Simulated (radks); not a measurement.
Problem. Species: Sb4+. Configuration: [Kr] 4d10 5s1. Calculated with a radial shooting solver on a logarithmic mesh with Libxc functionals: scalar-relativistic Kohn-Sham, LDA (Slater exchange, Perdew-Wang correlation), spin-polarised, spherical densities, finite nucleus; open shells are filled with parallel spins first (spin-orbit coupling, left out, can overturn this in heavy ions); Fermi nuclear charge, rms radius 4.6802 fm. Some entries of the table are withheld. Estimate them.

orbital  occ.  eigenvalue (eV)  <r^2> (bohr^2)  <1/r> (bohr^-1)
1s up       1        -30312.71        0.001096            54.26
1s down     1        -30312.64        0.001096            54.26
2s up       1        -4650.509         0.01776            12.40
2s down     1        -4650.476         0.01776            12.40
2p up       3        -4182.157         0.01402            11.91
2p down     3        -4182.123         0.01402            11.91
3s up       1        -946.0598          0.1253            4.416
3s down     1        -946.0060          0.1253            4.416
3p up       3        -793.3308          0.1257            4.205
3p down     3        -793.2764          0.1257            4.205
3d up       5        -559.4817          0.1108            3.975
3d down     5        -559.4325          0.1108            3.975
4s up       1        -191.5219          0.7061            1.764
4s down     1        -191.4053          0.7053            1.764
4p up       3        -144.5855          0.8262            1.607
4p down     3        -144.4364          0.8239            1.608
4d up       5         -76.2093           1.208            1.309
4d down     5         -75.9068           1.195            1.314
5s up       1         -50.8398           4.198           0.6718
5s down     0         -49.6026           4.200           0.6738
5p up       0         -39.8434             (1)           0.5854
5p down     0         -38.6040             (2)           0.5831
6s up       0         -22.3223             (3)           0.3431
6s down     0         -21.9542             (4)           0.3372
4f up       0         -19.7247           7.756           0.5066
4f down     0         -18.8255           8.269           0.4985

Solution. 
(1) 5p up <r^2> (bohr^2): 5.450
(2) 5p down <r^2> (bohr^2): 5.522
(3) 6s up <r^2> (bohr^2): 16.49
(4) 6s down <r^2> (bohr^2): 16.94
